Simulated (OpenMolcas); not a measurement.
Rh2+ (d7) among equal point charges was computed by CASSCF with the d shell active (OpenMolcas, ANO-RCC-VDZP on the metal). Its lowest spin-free states, and all those of the highest spin:

```json
{"2S+1": "4", "Degeneracy": "3", "E (cm-1)": "0.0"}
{"2S+1": "2", "Degeneracy": "2", "E (cm-1)": "7808"}
{"2S+1": "4", "Degeneracy": "3", "E (cm-1)": "9047"}
{"2S+1": "2", "Degeneracy": "3", "E (cm-1)": "15226"}
{"2S+1": "2", "Degeneracy": "3", "E (cm-1)": "16116"}
{"2S+1": "4", "Degeneracy": "1", "E (cm-1)": "19494"}
{"2S+1": "2", "Degeneracy": "3", "E (cm-1)": "20338"}
{"2S+1": "4", "Degeneracy": "3", "E (cm-1)": "21027"}
{"2S+1": "2", "Degeneracy": "1", "E (cm-1)": "22631"}
{"2S+1": "2", "Degeneracy": "3", "E (cm-1)": "25102"}
{"2S+1": "2", "Degeneracy": "3", "E (cm-1)": "26050"}
{"2S+1": "2", "Degeneracy": "2", "E (cm-1)": "27757"}
```

Task: Is the site octahedral, tetrahedral or cube-like, axial, or of lower symmetry?

Result: The states with 2S+1 = 4 have orbital degeneracies 3, 3, 1, 3. Threefold states need a cubic site. For d7 at this spin an octahedron puts the threefold T1 below the threefold T2 and a tetrahedron or cube puts the single A2 below the threefold T2, so the site is octahedral. The run had Rh2+ among 6 point charges of -1 e arranged as an octahedron (Oh), 1.76 Å from the ion.

An orbital triplet at a regular site is open to Jahn-Teller coupling, which can distort the site and quench the lowest spin-orbit gaps and is left out. Without dynamic correlation the repulsion within the d shell is too large (B by tens of per cent), so at a given field states of lower spin stand too high. This shell can be high or low spin here, a state of another spin lies low, and with metal d orbitals alone active their balance is uncertain, so the ground spin may be wrong. Point charges give a weaker field than real ligands, and real ions of this kind are as a rule low spin; the high spin found here belongs to the model. Point charges carry no covalency, so the field is a model and not that of real ligands. No measured value stands beside these numbers.
